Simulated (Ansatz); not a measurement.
```yaml
crystal:
  periodic: [false, false, false]
  atoms:
    - {symbol: C, position_ang: [-1.416793, -0.103127, 1.448306]}
    - {symbol: C, position_ang: [-0.275188, 0.181196, 0.543197]}
    - {symbol: F, position_ang: [0.454776, 1.223450, 1.032894]}
    - {symbol: N, position_ang: [0.022640, -0.400635, -0.507477]}
    - {symbol: Si, position_ang: [1.323120, -0.147100, -1.626022]}
    - {symbol: H, position_ang: [-2.044211, 0.786463, 1.540579]}
    - {symbol: H, position_ang: [-1.044414, -0.341069, 2.447432]}
    - {symbol: H, position_ang: [-2.000802, -0.933187, 1.060234]}
    - {symbol: H, position_ang: [2.253102, 0.957682, -1.271294]}
    - {symbol: H, position_ang: [0.709237, 0.138218, -2.946311]}
    - {symbol: H, position_ang: [2.083932, -1.418690, -1.700939]}
basis:
  gaussian: {orbitals: def2-mTZVPP, fitting: {mean_field: def2-universal-jkfit}, nuclear_model: gaussian}
total_charge: 1
magnetization: {spin_polarized: true, initial_magnetization: 1}
hamiltonian: {xc: {name: LC-wPBE}}
output: {forces: true}
```

```sh
$ ansatz run in.yaml --threads 4 --pin off --events-out ev --progress --plain --max-ram 10444MiB
```

Shortened log:

```
Functional definition: LC-wPBE
540 factors; integrals over basis functions are off by at most 1.6e0 eV
540 factors; integrals over basis functions are off by at most 4.6e-5 eV
mean field evaluation 1: about -14230.4565 eV, gradient 5.3e1 eV
mean field evaluation 2: about -14226.8502 eV, gradient 6.2e1 eV
mean field evaluation 4: about -14242.3718 eV, gradient 4.5e0 eV
mean field evaluation 8: about -14242.5218 eV, gradient 2.2e-1 eV
mean field evaluation 16: about -14242.5331 eV, gradient 1.1e-2 eV
mean field -14242.53306935 eV, -523.4034363630 hartree, gradient 5.4e-5 eV, S^2 0.761303; 2 other end points of the search recorded, 0 dependent functions left out
reference -14242.53306936 eV, -523.4034363633 hartree; 24, 23 occupied and 119, 120 virtual orbitals, 540 factors
Total energy: -14242.53306936 eV, -523.4034363633 hartree
Atom 0 at    -1.416793    -0.103127     1.448306 Å, force    -0.087628    -0.453477    -0.466498 eV/Å
Atom 1 at    -0.275188     0.181196     0.543197 Å, force    -1.209401     1.812434     3.584354 eV/Å
Atom 2 at     0.454776     1.223450     1.032894 Å, force    -0.501458    -1.738106    -1.606106 eV/Å
Atom 3 at     0.022640    -0.400635    -0.507477 Å, force     0.617938     1.156797     0.758491 eV/Å
Atom 4 at     1.323120    -0.147100    -1.626022 Å, force     1.891967    -1.069428    -3.423371 eV/Å
Atom 5 at    -2.044211     0.786463     1.540579 Å, force     0.089084     0.088868    -0.178053 eV/Å
Atom 6 at    -1.044414    -0.341069     2.447432 Å, force     0.200793    -0.036763    -0.076592 eV/Å
Atom 7 at    -2.000802    -0.933187     1.060234 Å, force    -0.152047    -0.074026     0.075455 eV/Å
Atom 8 at     2.253102     0.957682    -1.271294 Å, force    -0.513694     0.127466     0.727724 eV/Å
Atom 9 at     0.709237     0.138218    -2.946311 Å, force    -0.110372     0.027926     0.354553 eV/Å
Atom 10 at     2.083932    -1.418690    -1.700939 Å, force    -0.225182     0.158311     0.250043 eV/Å
Dipole moment:    -0.259823    -0.192917     0.047553 e Å
```

Hardware: 4 threads of an Intel Xeon 6975P-C on a shared host. Wall time 2 s, peak host memory 0.36 GiB.
